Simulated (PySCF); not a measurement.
# NMR data sheet: C6H9Cl2NO

| Quantity | Value |
| --- | --- |
| Formula | C6H9Cl2NO |
| SMILES | C=C[C@@H](C(=O)NC)C(Cl)Cl |
| Point group of the computed structure | C1 |
| Degrees of unsaturation | 2 |
| Carbon signals | 6 |
| Proton signals | 7 |

Molfile (atoms numbered from 1):
```
C6H9Cl2NO
     RDKit          3D

 19 18  0  0  0  0  0  0  0  0999 V2000
   -2.1407    1.4108    0.3996 C   0  0  0  0  0  0  0  0  0  0  0  0
   -1.4601    0.2862    0.6121 C   0  0  0  0  0  0  0  0  0  0  0  0
   -0.7119   -0.4628   -0.4519 C   0  0  1  0  0  0  0  0  0  0  0  0
    0.7361   -0.6451    0.0184 C   0  0  0  0  0  0  0  0  0  0  0  0
    0.9743   -1.2929    1.0194 O   0  0  0  0  0  0  0  0  0  0  0  0
    1.6737   -0.0308   -0.7359 N   0  0  0  0  0  0  0  0  0  0  0  0
    3.0783   -0.1101   -0.4348 C   0  0  0  0  0  0  0  0  0  0  0  0
   -1.2826   -1.8614   -0.6803 C   0  0  0  0  0  0  0  0  0  0  0  0
   -0.3766   -2.6723   -1.9876 Cl  0  0  0  0  0  0  0  0  0  0  0  0
   -3.0114   -1.8117   -1.0667 Cl  0  0  0  0  0  0  0  0  0  0  0  0
   -2.2133    1.8558   -0.5976 H   0  0  0  0  0  0  0  0  0  0  0  0
   -2.6573    1.9238    1.2146 H   0  0  0  0  0  0  0  0  0  0  0  0
   -1.3939   -0.1464    1.6165 H   0  0  0  0  0  0  0  0  0  0  0  0
   -0.7669    0.0801   -1.4090 H   0  0  0  0  0  0  0  0  0  0  0  0
    1.3733    0.4508   -1.5717 H   0  0  0  0  0  0  0  0  0  0  0  0
    3.1848   -0.7116    0.4771 H   0  0  0  0  0  0  0  0  0  0  0  0
    3.6377   -0.5982   -1.2487 H   0  0  0  0  0  0  0  0  0  0  0  0
    3.5112    0.8870   -0.2555 H   0  0  0  0  0  0  0  0  0  0  0  0
   -1.1514   -2.4761    0.2188 H   0  0  0  0  0  0  0  0  0  0  0  0
  1  2  2  0
  2  3  1  0
  3  4  1  0
  4  5  2  0
  4  6  1  0
  6  7  1  0
  3  8  1  0
  8  9  1  0
  8 10  1  0
  1 11  1  0
  1 12  1  0
  2 13  1  0
  3 14  1  6
  6 15  1  0
  7 16  1  0
  7 17  1  0
  7 18  1  0
  8 19  1  0
M  END
```

- PBE0-D3(BJ)/def2-SVP structure
- shieldings: GIAO PBE0/pcSseg-1
- run in PySCF
- equivalent nuclei averaged, one conformer, isolated molecule, relativity neglected

Scale: ¹H, ¹³C vs TMS; NH3 for ¹⁵N; ¹⁷O vs H2O (reference shieldings calculated alike).

```tsv
carbon	δC, type	δH (multiplicity)	HMBC from (2–3 bonds)	span of the C tensor (ppm)
C1	129.0, CH2	H11 5.46 (m); H12 5.55 (m)	H13, H14	214
C2	144.1, CH	5.99 (m)	H19, H12, H11, H14	230
C3	70.2, CH	2.25 (m)	H13, H19, H12, H11	18
C4	170.2, C	–	H13, H19, H16/H17/H18, H14	167
C7	25.1, CH3	2.95 (d)	–	56
C8	86.3, CH	5.73 (d)	H13, H14	62
```

Other nuclei:
| atoms | nucleus | environment | δ (ppm) | σ (ppm) |
| --- | --- | --- | --- | --- |
| H15 | ¹H | hydrogen on an amide-type nitrogen | 4.37 | 26.89 |
| N6 | ¹⁵N | amide-type nitrogen | 126.2 | 139.5 |
| O5 | ¹⁷O | amide-type carbonyl oxygen | 383.2 | -48.6 |

Carbon types of the structure: 1 × C, 3 × CH, 1 × CH2, 1 × CH3, leaving 1 H on heteroatoms. δC 170.2: amide carbonyl carbon; lone-pair donation from the attached heteroatom keeps it upfield of a ketone carbonyl. δC 144.1: alkene CH; as expected for a trigonal carbon in a double bond. δC 129.0: terminal =CH2 carbon; an sp2 carbon of a C=C bond. δC 86.3: sp3 CH bonded to 2 Cl; 2 electronegative neighbours deshield it. δC 70.2: sp3 CH α to a carbonyl.

The OH or NH signal is concentration- and solvent-dependent in practice; the value given is the gas-phase one. Amide-type NH protons are broadened by 14N but still split neighbouring CH signals. Carbons that carry Cl, above all several Cl atoms, come out too deshielded, partly because spin–orbit coupling is missing. Shifts are as computed. Against solution values, carbons near 30 ppm lie about +2 ppm off and those near 130 ppm about +5 ppm; carbons on Cl a further +5 ppm. Of 1211 compounds with measured shifts, 218 miss one by over three times the rms of a fit or turn the order of signals round; such compounds aren't used in these exercises. Hydrogen bonding in solution shields acid and N–H amide carbonyl oxygens by tens of ppm. Hydrogen bonding in solution deshields acid and N–H amide carbonyl carbons by as much as 10 ppm beyond these values. Unscaled 17O shifts of doubly bonded oxygen tend to come out too high, by tens of ppm or more. Experimental scales use liquid or dissolved standards, which lie at an offset from isolated NH3 (liquid NH3: subtract about 20 ppm) and H2O (liquid H2O: subtract about 36 ppm). No couplings were computed; multiplicities are counted from neighbouring protons, with m where these are inequivalent, close in shift, in a saturated or five-membered ring or joined by F or P, and br s for small geminal =CH2 splittings.
